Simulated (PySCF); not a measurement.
# Electronic structure of V⁺ (vanadium, charge +1) at the UHF level

Configuration: [Ar] 3d4, high-spin 5D determinant. All numbers are calculated (PySCF 2.14, the spin-free X2C one-electron Hamiltonian (Gaussian nucleus), in cc-pVDZ-DK (6s5p3d1f, 43 functions)).

- Total energy: -947.913688 hartree
- One-electron energy: -1299.4356 hartree
- Hartree (Coulomb) energy: 396.2412 hartree
- Exchange energy: -44.7193 hartree
- ⟨S²⟩: 6.0012
- ⟨L²⟩: 6.022
- Sum of ⟨r⟩: 16.36 bohr
- Sum of ⟨r²⟩: 21.73 bohr²
- Traceless quadrupole moment −½Σ⟨3z² − r²⟩ along its main axis: -0.920 e·bohr²
- Langevin diamagnetic susceptibility: -17.2 ×10⁻⁶ cm³/mol
- Time after the integrals: 0.12 s of wall time on 1 thread of Neoverse-V2 (shared host)

```
shell  electrons  mean orbital energy (hartree)  spread (hartree)  rms radius, mean of both spins (bohr)
 1s α          1                     -202.92402                 0                                 0.0768
 1s β          1                     -202.92389                 0                                 0.0768
 2s α          1                      -24.22460                 0                                  0.332
 2s β          1                      -24.15951                 0                                  0.332
 2p α          3                      -20.13562           0.00187                                  0.303
 2p β          3                      -20.06921           0.02091                                  0.303
 3s α          1                       -3.41234                 0                                   1.03
 3s β          1                       -3.16380                 0                                   1.03
 3p α          3                       -2.26416           0.03767                                   1.12
 3p β          3                       -1.95398           0.06075                                   1.12
 3d α          4                       -0.57866           0.05482                                   1.68
```

Densities and radii are taken from the X2C orbitals without a picture-change correction, which distorts them close to the nucleus.
